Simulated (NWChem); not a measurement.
System: SbH₃O; SMILES [OH][SbH2]

Here is an NWChem input.

```
start job
memory heap 200 mb stack 900 mb global 1100 mb
geometry units angstroms noautosym nocenter noautoz
  Sb     0.030219     0.235153    -0.042449
  H     -0.522349     0.514341    -1.648238
  H     -1.584032     0.358317     0.541028
  O     -0.000660    -1.761215    -0.198977
  H      0.822221    -2.097472     0.174474
end
basis spherical
  * library def2-svpd
end
ecp
  Sb library def2-ecp
end
dft
  xc b3lyp
  iterations 150
end
property
  response 1 0.0
end
task dft property
```

All runs use the structure optimised with PBE0/def2-SVP. No frequency run checked for a minimum. B3LYP is NWChem's, with the RPA form of VWN correlation. def2 effective core potentials on Sb; no spin-orbit coupling.

Static field.

Q: Give the results of this calculation. (B3LYP/def2-SVPD with def2 effective core potentials on Sb.) Quantities: isotropic polarisability (bohr³); anisotropy (bohr³).

A: 
* **isotropic polarisability (bohr³)**: 49.3
* **anisotropy (bohr³)**: 5.5
